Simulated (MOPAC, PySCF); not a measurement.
C$_{2}$H$_{8}$O$_{3}$Sn, SMILES `C[CH2][Sn]([OH])([OH])[OH]`, neutral singlet in the gas phase. 

Cartesian coordinates (Å):
SMILES: [CH2]([Sn]([OH])([OH])[OH])C
```xyz
14

C      2.1153     0.2150     0.0335
C      1.0281    -0.5626    -0.7086
Sn    -0.9416    -0.0692     0.0034
O     -1.6379     1.6388    -0.7587
O     -2.3209    -1.4579    -0.3815
O     -0.9470     0.1804     1.9841
H      3.1173    -0.0793    -0.3207
H      2.0744     0.0328     1.1184
H      2.0162     1.3007    -0.1240
H      1.1293    -1.6510    -0.5792
H      1.0270    -0.3532    -1.7892
H     -1.9344     2.2218    -0.0443
H     -3.0846    -1.0553    -0.8207
H     -1.6412    -0.3610     2.3874
```
Charge 0, spin multiplicity 1.

All levels are single points at this geometry (B3LYP-D3(BJ)/def2-SVP); Pople sets use spherical d functions. Orbital energies aren't observables, and empty levels follow the basis.

B3LYP-D3(BJ)/def2-TZVP in PySCF gives HOMO (eV) = -7.86.

Task: Estimate the HOMO (eV) from each of these levels: PBE-D3(BJ)/def2-TZVP in PySCF; B3LYP/6-311+G** (LANL2DZ on Sn) in PySCF; B3LYP/6-31G* (LANL2DZ on Sn) in PySCF; B3LYP/LANL2DZ in PySCF; BP86/6-31G* (LANL2DZ on Sn) in PySCF; M06-2X/6-31G* (LANL2DZ on Sn) in PySCF; PBE/6-31G* (LANL2DZ on Sn) in PySCF; SVWN5/6-31G* (LANL2DZ on Sn) in PySCF; HF/6-31G* (LANL2DZ on Sn) in PySCF; PM3 in MOPAC; PM6 in MOPAC; PM7 in MOPAC.

Result: 
```csv
level,HOMO (eV)
PBE-D3(BJ)/def2-TZVP in PySCF,-6.60
B3LYP/6-311+G** (LANL2DZ on Sn) in PySCF,-8.06
B3LYP/6-31G* (LANL2DZ on Sn) in PySCF,-7.57
B3LYP/LANL2DZ in PySCF,-7.85
BP86/6-31G* (LANL2DZ on Sn) in PySCF,-6.36
M06-2X/6-31G* (LANL2DZ on Sn) in PySCF,-9.25
PBE/6-31G* (LANL2DZ on Sn) in PySCF,-6.24
SVWN5/6-31G* (LANL2DZ on Sn) in PySCF,-6.37
HF/6-31G* (LANL2DZ on Sn) in PySCF,-11.33
PM3 in MOPAC,-10.79
PM6 in MOPAC,-10.74
PM7 in MOPAC,-10.43
```
